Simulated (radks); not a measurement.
Values are calculated unless marked as measured or tabulated.
Effect of the nuclear size on neutral calcium, [Ar] 4s2. Code: a radial shooting solver on a logarithmic mesh with Libxc functionals. Model: Dirac Kohn-Sham, exchange-only LDA, spin-unpolarised, spherical densities, finite nucleus; Fermi nuclear charge, rms radius 3.4776 fm. The rms radius is varied about that value; shifts are against it.

rms radius (fm)  total energy shift (eV)  density at nucleus (e/bohr^3)  1s1/2 shift (meV)  2s1/2 shift (meV)  2p1/2 shift (meV)
2.8308                           -0.0101                           6154              -4.28             -0.335              0.055
3.1716                          -0.00505                           6135              -2.13             -0.167              0.027
3.4776                                 0                           6121              0.000              0.000              0.000
3.5854                           0.00189                           6116              0.796              0.062             -0.010
3.8288                           0.00635                           6106               2.68              0.210             -0.034

Slopes of the eigenvalues against <r^2> in GHz/fm^2, as finite differences over the two radii next to the reference (eigenvalue slopes, not the field-shift constants of lines): 1s1/2 253, 2s1/2 19.8, 2p1/2 -3.24.
